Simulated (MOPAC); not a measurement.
MOPAC input (MNDO):

```
MNDO 1SCF CHARGE=1 GEO-OK AUX(PRECISION=9) THREADS=1
C3H9S

C    -2.42956900 1    0.23161900 1   -0.22362800 1
C    -1.02485400 1    0.41971800 1    0.35357600 1
C    -0.01323300 1   -0.33430300 1   -0.50003000 1
S     1.66925800 1   -0.19644800 1    0.26799300 1
H    -2.72075700 1   -0.81937000 1   -0.22369000 1
H    -3.15000400 1    0.77896400 1    0.38257500 1
H    -2.49480800 1    0.60946300 1   -1.24472200 1
H    -0.77171100 1    1.48264700 1    0.37504900 1
H    -0.99174800 1    0.05270100 1    1.38202500 1
H     0.06069900 1    0.03953600 1   -1.51905000 1
H    -0.19531900 1   -1.40974800 1   -0.51169300 1
H     1.90783700 1    1.11569500 1    0.04633200 1
H     2.45362400 1   -0.60893400 1   -0.75422600 1
```

Output:

```
 *******************************************************************************
 **                                                                           **
 **                              MOPAC v23.2.5                                **
 **                                                                           **
 *******************************************************************************
 ** MOPAC's Digital Object Identifier: https://doi.org/10.5281/zenodo.6511958 **
 **                                                                           **
 ** Please cite the open-source release paper for use of this MOPAC version:  **
 ** J. E. Moussa and J. J. P. Stewart (2026)                                  **
 ** MOPAC: An open-source semiempirical molecular orbital program             **
 ** J. Open Source Softw., 11(119), 8025, https://doi.org/10.21105/joss.08025 **
 *******************************************************************************

                              MNDO CALCULATION RESULTS

 *******************************************************************************
 *  MNDO       - The MNDO Hamiltonian to be used
 *  GEO-OK     - OVERRIDE INTERATOMIC DISTANCE AND OTHER SAFETY CHECKS
 *
 *
 *
 *                 CHARGE ON SYSTEM = +1
 *
 *
 *
 *  1SCF       - DO 1 SCF AND THEN STOP
 *  AUX        - OUTPUT AUXILIARY INFORMATION
 *******************************************************************************
MNDO 1SCF CHARGE=1 GEO-OK AUX(PRECISION=9) THREADS=1
 C3H9S

   ATOM   CHEMICAL          X               Y               Z
  NUMBER   SYMBOL      (ANGSTROMS)     (ANGSTROMS)     (ANGSTROMS)

     1       C         -2.42956900  *   0.23161900  *  -0.22362800  *
     2       C         -1.02485400  *   0.41971800  *   0.35357600  *
     3       C         -0.01323300  *  -0.33430300  *  -0.50003000  *
     4       S          1.66925800  *  -0.19644800  *   0.26799300  *
     5       H         -2.72075700  *  -0.81937000  *  -0.22369000  *
     6       H         -3.15000400  *   0.77896400  *   0.38257500  *
     7       H         -2.49480800  *   0.60946300  *  -1.24472200  *
     8       H         -0.77171100  *   1.48264700  *   0.37504900  *
     9       H         -0.99174800  *   0.05270100  *   1.38202500  *
    10       H          0.06069900  *   0.03953600  *  -1.51905000  *
    11       H         -0.19531900  *  -1.40974800  *  -0.51169300  *
    12       H          1.90783700  *   1.11569500  *   0.04633200  *
    13       H          2.45362400  *  -0.60893400  *  -0.75422600  *

          CARTESIAN COORDINATES

    NO.       ATOM           X           Y           Z

     1         C         -2.4296      0.2316     -0.2236
     2         C         -1.0249      0.4197      0.3536
     3         C         -0.0132     -0.3343     -0.5000
     4         S          1.6693     -0.1964      0.2680
     5         H         -2.7208     -0.8194     -0.2237
     6         H         -3.1500      0.7790      0.3826
     7         H         -2.4948      0.6095     -1.2447
     8         H         -0.7717      1.4826      0.3750
     9         H         -0.9917      0.0527      1.3820
    10         H          0.0607      0.0395     -1.5191
    11         H         -0.1953     -1.4097     -0.5117
    12         H          1.9078      1.1157      0.0463
    13         H          2.4536     -0.6089     -0.7542

  H: (MNDO): M.J.S. DEWAR, W. THIEL, J. AM. CHEM. SOC., 99, 4899, (1977)
  C: (MNDO): M.J.S. DEWAR, W. THIEL, J. AM. CHEM. SOC., 99, 4899, (1977)
  S: (MNDO): M.J.S.DEWAR, C.H. REYNOLDS, J. COMP. CHEM. 7, 140-143 (1986)

           Empirical Formula: C3 H9 S  =    13 atoms

      MOLECULAR POINT GROUP   :   C1

      RHF CALCULATION, NO. OF DOUBLY OCCUPIED LEVELS = 13

 -------------------------------------------------------------------------------
 MNDO 1SCF CHARGE=1 GEO-OK AUX(PRECISION=9) THREADS=1
 C3H9S

     1SCF WAS SPECIFIED, SO BFGS WAS NOT USED
     SCF FIELD WAS ACHIEVED

                              MNDO CALCULATION
                                                       MOPAC v23.2.5 Linux

          FINAL HEAT OF FORMATION =        177.63573 KCAL/MOL =     743.22791 KJ/MOL

          COSMO AREA              =        123.41 SQUARE ANGSTROMS
          COSMO VOLUME            =        110.32 CUBIC ANGSTROMS

          IONIZATION POTENTIAL    =         16.990587 EV
          HOMO LUMO ENERGIES (EV) =        -16.991 -5.836
          NO. OF FILLED LEVELS    =         13
          MOLECULAR WEIGHT        =         77.1641         POINT GROUP:  C1

          MOLECULAR DIMENSIONS (Angstroms)

            Atom       Atom       Distance
            H    13    H     6     5.88381
            H    12    H     5     3.16776
            H     7    H     9     2.78307

          SCF CALCULATIONS        =          1

   ATOM   CHEMICAL          X               Y               Z
  NUMBER   SYMBOL      (ANGSTROMS)     (ANGSTROMS)     (ANGSTROMS)

     1       C         -2.42956900  *   0.23161900  *  -0.22362800  *
     2       C         -1.02485400  *   0.41971800  *   0.35357600  *
     3       C         -0.01323300  *  -0.33430300  *  -0.50003000  *
     4       S          1.66925800  *  -0.19644800  *   0.26799300  *
     5       H         -2.72075700  *  -0.81937000  *  -0.22369000  *
     6       H         -3.15000400  *   0.77896400  *   0.38257500  *
     7       H         -2.49480800  *   0.60946300  *  -1.24472200  *
     8       H         -0.77171100  *   1.48264700  *   0.37504900  *
     9       H         -0.99174800  *   0.05270100  *   1.38202500  *
    10       H          0.06069900  *   0.03953600  *  -1.51905000  *
    11       H         -0.19531900  *  -1.40974800  *  -0.51169300  *
    12       H          1.90783700  *   1.11569500  *   0.04633200  *
    13       H          2.45362400  *  -0.60893400  *  -0.75422600  *

                             CARTESIAN COORDINATES

   1    C       -2.429569000     0.231619000    -0.223628000
   2    C       -1.024854000     0.419718000     0.353576000
   3    C       -0.013233000    -0.334303000    -0.500030000
   4    S        1.669258000    -0.196448000     0.267993000
   5    H       -2.720757000    -0.819370000    -0.223690000
   6    H       -3.150004000     0.778964000     0.382575000
   7    H       -2.494808000     0.609463000    -1.244722000
   8    H       -0.771711000     1.482647000     0.375049000
   9    H       -0.991748000     0.052701000     1.382025000
  10    H        0.060699000     0.039536000    -1.519050000
  11    H       -0.195319000    -1.409748000    -0.511693000
  12    H        1.907837000     1.115695000     0.046332000
  13    H        2.453624000    -0.608934000    -0.754226000

           Empirical Formula: C3 H9 S  =    13 atoms

      MOLECULAR POINT GROUP   :   C1

                  EIGENVALUES
 -42.97959 -35.14234 -30.21307 -27.84881 -22.42355 -21.89955 -20.74026 -19.67416
 -19.05010 -18.63136 -17.46710 -17.15070 -16.99059  -5.83599  -5.37922  -5.19839
  -2.06318  -1.72530  -0.67284  -0.59821  -0.25756   0.60309   0.68349   1.05839
   2.19731

              NET ATOMIC CHARGES AND DIPOLE CONTRIBUTIONS

  ATOM NO.   TYPE          CHARGE      No. of ELECS.   s-Pop       p-Pop
    1          C           0.026887        3.9731     1.21287     2.76025
    2          C          -0.043144        4.0431     1.21554     2.82761
    3          C          -0.052987        4.0530     1.27158     2.78141
    4          S           0.623154        5.3768     1.80478     3.57206
    5          H           0.019466        0.9805     0.98053
    6          H           0.038958        0.9610     0.96104
    7          H           0.016317        0.9837     0.98368
    8          H           0.033091        0.9669     0.96691
    9          H           0.047735        0.9523     0.95226
   10          H           0.072066        0.9279     0.92793
   11          H           0.088852        0.9111     0.91115
   12          H           0.063240        0.9368     0.93676
   13          H           0.066364        0.9336     0.93364
 DIPOLE           X         Y         Z       TOTAL
 POINT-CHG.     4.440    -0.561     0.058     4.476
 HYBRID         0.342     0.625    -1.503     1.664
 SUM            4.782     0.064    -1.446     4.996

          ATOMIC ORBITAL ELECTRON POPULATIONS

     Atom    s        px        py        pz
    1  C   1.21287   0.87002   0.95160   0.93863
    2  C   1.21554   0.95570   0.93085   0.94106
    3  C   1.27158   0.79163   1.02775   0.96203
    4  S   1.80478   1.15229   1.09364   1.32613
    5  H   0.98053
    6  H   0.96104
    7  H   0.98368
    8  H   0.96691
    9  H   0.95226
   10  H   0.92793
   11  H   0.91115
   12  H   0.93676
   13  H   0.93364

 **********************
 *                    *
 * JOB ENDED NORMALLY *
 *                    *
 **********************

 == MOPAC DONE ==
```

The dipole moment of an ion depends on the origin.

The geometry given is a B3LYP-D3(BJ)/def2-TZVP minimum.
